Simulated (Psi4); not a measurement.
sodium chloride (ClNa), singlet, geometry from GFN2-xTB (such geometries of metal compounds can be far from the true shape). Base run: Psi4 with HF/6-311G**.

The Psi4 input:
```
memory 2 GB

molecule mol {
0 1
  Na   -0.000000   -0.000000   -1.363281
  Cl    0.000000    0.000000    0.882123
}

set basis 6-311g**
set reference rhf

energy('scf')
print_variables()
```

Each row names what was changed in the base input (with any setting that the change needs).

```tsv
change	E (Eh)	dipole (D)
base	-621.42887	9.13
functional = m06	-622.53924	8.72
functional = m06-2x	-622.52571	8.77
functional = bp86	-622.61551	8.51
functional = x3lyp	-622.51562	8.52
functional = bhhlyp	-622.55959	8.80
functional = pbe	-622.26015	8.34
functional = b3lyp	-622.59749	8.54
functional = tpssh	-622.58619	8.61
functional = pbe0	-622.31164	8.67
functional = pw6b95	-623.09193	8.60
functional = wb97x-v	-622.46211	8.83
functional = m11	-622.55533	8.88
```

Totals shift with the method and basis; they matter in differences.
